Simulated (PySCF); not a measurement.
This PySCF input asks for the NMR shieldings of SMILES C#Cc1cnn([C@H](C)CC)n1, C8H11N3; the geometry comes from GFN2-xTB.

```python
import basis_set_exchange as bse
import numpy as np
from pyscf import gto, dft
from pyscf.prop import nmr

atoms = """
C     4.517827    0.649218   -0.715657
C     3.427879    0.246651   -0.414634
C     2.167785   -0.246433   -0.034483
C     1.856575   -1.133221    1.013841
N     0.548547   -1.326517    1.005163
N     0.107744   -0.597120    0.010127
C    -1.286470   -0.542375   -0.343324
C    -1.467747   -1.112475   -1.747768
C    -1.781933    0.903635   -0.249596
C    -1.707022    1.441374    1.173969
N     1.022373    0.065957   -0.644156
H     5.467429    1.004012   -0.984692
H     2.501314   -1.604979    1.725525
H    -1.800801   -1.167719    0.393864
H    -0.898332   -0.519620   -2.459415
H    -2.517132   -1.091672   -2.027794
H    -1.115998   -2.140858   -1.789204
H    -1.171257    1.519029   -0.912569
H    -2.814167    0.939892   -0.601277
H    -0.683103    1.429524    1.540253
H    -2.068556    2.465694    1.210442
H    -2.315366    0.837387    1.843671
"""
names = dict.fromkeys(["C", "N", "H"], "pcSseg-1")
basis = {el: gto.basis.parse(bse.get_basis(n, elements=[el], fmt="nwchem")) for el, n in names.items()}
mol = gto.M(atom=atoms, basis=basis, charge=0, verbose=0)
mf = dft.RKS(mol, xc="PBE0")
mf.grids.level = 2
mf.grids.alignment = dft.numint.BLKSIZE   # the property module wants whole blocks of grid points
mf.conv_tol = 1e-9
mf.kernel()

calc = nmr.RKS(mf)   # GIAO
C = mf.mo_coeff
Co = C[:, mf.mo_occ > 0]
resp = mf.gen_response(singlet=True, hermi=2)
def vind(x):   # induced exchange potential for any number of trial vectors
    d = np.einsum("pi,xij,qj->xpq", C, 2 * x.reshape(-1, C.shape[1], Co.shape[1]), Co, optimize=True)
    return np.einsum("xpq,pi,qj->xij", resp(d - d.transpose(0, 2, 1)), C, Co, optimize=True).ravel()
mo1, _ = nmr.rhf.solve_mo1(calc, with_cphf=vind)
sigma = calc.kernel(mo1)
for i, s in enumerate(sigma):   # ppm
    print("%2d %-2s %9.2f" % (i, mol.atom_pure_symbol(i), np.trace(s) / 3))
```

Problem. What does it print?

Solution. 
```
 0 C      95.88
 1 C     107.52
 2 C      50.93
 3 C      43.55
 4 N     -99.14
 5 N     -21.50
 6 C     122.24
 7 C     161.88
 8 C     151.80
 9 C     173.48
10 N     -95.10
11 H      28.80
12 H      24.02
13 H      27.28
14 H      29.72
15 H      30.48
16 H      30.22
17 H      29.39
18 H      30.12
19 H      31.42
20 H      30.72
21 H      30.92
```

These numbers come from an equivalent density-fitted implementation of the same equations, which agrees with the script to about 0.01 ppm for H and up to a few tenths of a ppm for heavy atoms, so last digits may differ.

Problem. Turn these shieldings into chemical shifts. Chemical shifts δ = σref − σ; ¹³C (σ = 186.93 ppm) and ¹H (σ = 31.72 ppm) against TMS; ¹⁵N (σ = 267.73 ppm) against NH3, all at this level.

Solution. Averaging equivalent atoms: C 3: 143.4; C 2: 136.0; C 0: 91.0; C 1: 79.4; C 6: 64.7; C 8: 35.1; C 7: 25.0; C 9: 13.4; N 4: 366.9; N 10: 362.8; N 5: 289.2; H 12: 7.70; H 13: 4.43; H 11: 2.92; H 17: 2.33; H 18: 1.60; H 14/15/16: 1.58; H 19/20/21: 0.69 ppm. Experimental scales use liquid or dissolved standards, which lie at an offset from isolated NH3 (liquid NH3: subtract about 20 ppm). Unscaled 15N shifts of sp2 nitrogen come out 20 to 40 ppm too high even then.

Size and cost of the density-fitted run: 242 basis functions, 59 s wall time on 1 thread of an Arm Neoverse V1, shared host; peak memory 1.1 GiB.
